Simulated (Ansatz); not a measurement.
In5Sb5H18, a cluster cut from wurtzite InSb (hydrogen-capped), relaxed as a singlet with RKS PBE-D4/def2-SVP in Ansatz, starting from a model built from a lattice or polyhedron. Force threshold 0.03 eV/Å.

In the def2 sets In, Sb take a core potential; there is no spin–orbit coupling.

Start:

```
atom   x (Å)   y (Å)   z (Å)
 Sb1   1.498   4.484   0.704
 In2   2.070   2.035   1.997
 Sb3   1.367  -0.082   0.302
 In4   1.915  -2.502   1.584
 Sb5   1.238  -4.635  -0.113
 In6  -1.232   4.635   0.101
 Sb7  -1.916   2.499  -1.576
 In8  -1.384   0.050  -0.293
 Sb9  -2.025  -2.058  -1.967
In10  -1.511  -4.499  -0.705
 H11   1.925   5.828   1.730
 H12   2.389   4.602  -0.757
 H13   3.779   1.988   2.372
 H14   1.157   1.971   3.457
 H15   2.286   0.043  -1.155
 H16   3.624  -2.589   1.942
 H17   0.987  -2.613   3.047
 H18   2.143  -4.545  -1.573
 H19   1.556  -6.104   0.685
 H20  -1.561   6.155  -0.684
 H21  -2.143   4.525   1.567
 H22  -1.001   2.593  -3.038
 H23  -3.599   2.582  -1.975
 H24  -2.300  -0.047   1.161
 H25  -1.156  -1.973  -3.442
 H26  -3.742  -1.961  -2.380
 H27  -2.436  -4.592   0.776
 H28  -1.927  -5.789  -1.766
```

```tsv
step	energy (eV)	largest force component (eV/Å)	SCF passes
1	-58849.2052	0.938	19
2	-58850.1650	0.642	19
3	-58850.4177	0.158	18
4	-58850.4544	0.054	19
5	-58850.5120	0.113	17
6	-58850.5541	0.086	17
7	-58850.5748	0.142	17
8	-58850.5857	0.152	19
9	-58850.5893	0.125	17
10 (rejected)	-58850.5838	0.154	18
11	-58850.6089	0.020	19
12	-58850.6117	0.016	19
13	-58850.6139	0.028	19
14	-58850.6158	0.039	19
15	-58850.6170	0.032	19
16	-58850.6181	0.025	19
```

Force components are those of the run's own axes.

End:

```xyz
28

Sb    1.2724    4.3509    0.6154
In    2.3154    2.1738    2.2810
Sb    1.1085   -0.1226    0.9998
In    2.1688   -2.6770    1.8487
Sb    1.0045   -4.4611   -0.1677
In   -1.3372    5.1583   -0.3652
Sb   -1.9494    2.3730   -1.0434
In   -1.6821    0.0013    0.5658
Sb   -2.0824   -2.0289   -1.4352
In   -1.6430   -4.9224   -1.2639
H     1.9258    5.7980    1.2828
H     2.2616    4.3998   -0.7904
H     4.0163    2.1348    1.9194
H     1.5141    2.3940    3.8088
H     1.6203    0.0084   -0.6413
H     3.8710   -2.6775    1.4924
H     1.3455   -3.1131    3.3178
H     2.0006   -4.3313   -1.5632
H     1.5569   -6.0409    0.2387
H    -1.1616    6.0158   -1.8658
H    -2.3301    5.4982    1.0182
H    -0.9031    1.9804   -2.3503
H    -3.3937    2.2121   -1.9673
H    -2.8097   -0.0819    1.8854
H    -1.0058   -1.4743   -2.6562
H    -3.5087   -1.6193   -2.3089
H    -2.6662   -5.4427    0.0390
H    -1.5087   -5.5060   -2.8945
```

By distances, no bond broke or formed. The bond that changes most is Sb9–In10, from 2.80 to 2.93 Å (atoms count from 1).

The force fell under the threshold at step 11, but the optimiser went on and released 0.009 eV more. No frequencies were taken in this run, so the end may be a saddle point.

Run time 47 s (2 threads of AMD EPYC 7R13 on a shared host and a share (18 GiB) of an NVIDIA H100 80GB HBM3), peak host memory 1.1 GiB.
